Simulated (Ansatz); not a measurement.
Computed with Ansatz on PBE0-D4/def2-TZVP structures; ΔE is electronic, products minus reactants. CCSD(T)/CBS adds triple-zeta CCSD(T) − MP2 to the extrapolated MP2 energy (def2 sets, frozen cores). Functionals use def2-TZVPP. B3LYP here is the variant with VWN-RPA as its local correlation; programs differ in this. Elements past krypton have def2 core potentials. For In outer-core shells are correlated without core-valence functions, which leaves a few kJ/mol of doubt a bond. Each species was taken in one conformer, which may not be the lowest.

`F[CH2][AlH][O][SiH3]` + `C[O][In]([OH])[OH]` → `C[O][In]([OH])[O][SiH3]` + `[OH][AlH][CH2]F`  (ligand exchange at the Si–O bond)

| level | ΔE (kJ/mol) |
| --- | --- |
| B3LYP-D4 | 7.4 |
| CCSD(T)/def2-TZVPP | 3.8 |
| SCS-MP2/def2-QZVPP | 5.2 |
| MP2/CBS(def2) | 4.0 |

(1) What does CCSD(T)/CBS give? (Estimate.)

Largest T1 diagnostic among the species: 0.017.

Answers

(1) Ansatz gave: +3.8 kJ/mol. The listed levels differ from it by 3.6, 0.0, 1.4, 0.2 kJ/mol.

In def2-TZVPP, CCSD(T) changes the Hartree–Fock value by −4.4 kJ/mol (the triples alone add −1.0 kJ/mol) and MP2 by −4.2 kJ/mol.
